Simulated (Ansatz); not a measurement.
Scan of O2Si, singlet: symmetric bend, bond length relaxed. Scanned: O-Si-O angle. Other coordinates (Si-O bond length) were minimised at PBE0/def2-TZVP.

The free coordinates were minimised at PBE0/def2-TZVP in PySCF; the energy column is CCSD(T) on RHF/aug-cc-pVQZ, frozen core run with Ansatz (a first-principles code), in kJ/mol.

```json
[
 {"a / °": "180", "Si-O bond length / Å": "1.506", "E": "0.0"},
 {"a / °": "167", "Si-O bond length / Å": "1.507", "E": "6.6"},
 {"a / °": "157", "Si-O bond length / Å": "1.509", "E": "20.6"},
 {"a / °": "147", "Si-O bond length / Å": "1.513", "E": "42.8"},
 {"a / °": "137", "Si-O bond length / Å": "1.518", "E": "73.4"},
 {"a / °": "127", "Si-O bond length / Å": "1.525", "E": "113.2"},
 {"a / °": "117", "Si-O bond length / Å": "1.536", "E": "163.8"},
 {"a / °": "107", "Si-O bond length / Å": "1.551", "E": "227.5"},
 {"a / °": "97", "Si-O bond length / Å": "1.573", "E": "308.7"},
 {"a / °": "87", "Si-O bond length / Å": "1.619", "E": "—"},
 {"a / °": "80", "Si-O bond length / Å": "1.612", "E": "—"}
]
```

A dash means that the run gave no value there, or that the column was ended at a point which the program doubted or which failed a test of continuity chosen for this set; such a test can also cut sound points.
